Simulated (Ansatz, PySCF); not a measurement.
This PySCF input computes a CCSD(T)/cc-pVDZ energy:

```python
from pyscf import gto, scf, mp, cc as ccmod

mol = gto.M(
    atom='''
    O    -1.26086241   -0.78307349   -0.05683635
    B    -0.17650904   -0.10962302   -0.00795656
    O    -0.11286221    1.35319323    0.00031994
    O     1.16142137   -0.70197318    0.04694635
    H     0.74460991    1.66252637    0.30457658
    H     1.83636129   -0.05958372   -0.18823320
    ''',
    basis='cc-pvdz',
    charge=-1,
    spin=0,
    verbose=4,
)

mf = scf.RHF(mol)
mf.conv_tol = 1e-10
mf.max_cycle = 100
mf.kernel()
mp2 = mp.MP2(mf, frozen=4).run()
cc = ccmod.CCSD(mf, frozen=4)
cc.max_cycle = 100
cc.kernel()
et = cc.ccsd_t()
print(f'E(CCSD(T)) = {cc.e_tot + et:.9f}')
```

**Question.** Write an input for the same energy in Ansatz (a program for electronic structure) and say what it gives.

**Answer.** 
Ansatz 0.2 input:
```yaml
crystal:
  periodic: [false, false, false]
  atoms:
    - {symbol: O, position_ang: [-1.26086241, -0.78307349, -0.05683635]}
    - {symbol: B, position_ang: [-0.17650904, -0.10962302, -0.00795656]}
    - {symbol: O, position_ang: [-0.11286221, 1.35319323, 0.00031994]}
    - {symbol: O, position_ang: [1.16142137, -0.70197318, 0.04694635]}
    - {symbol: H, position_ang: [0.74460991, 1.66252637, 0.30457658]}
    - {symbol: H, position_ang: [1.83636129, -0.05958372, -0.18823320]}
basis:
  gaussian:
    orbitals: cc-pVDZ
total_charge: -1
magnetization: {spin_polarized: false}
correlation: {method: ccsd_t, electrons: outside_noble_gas}
```
It gives -251.25880 Eh, and PySCF -251.25881 Eh, a difference of 0.01 mEh.

It need not be the lowest isomer of its formula. Whether it binds its extra electron was not tested at this geometry.
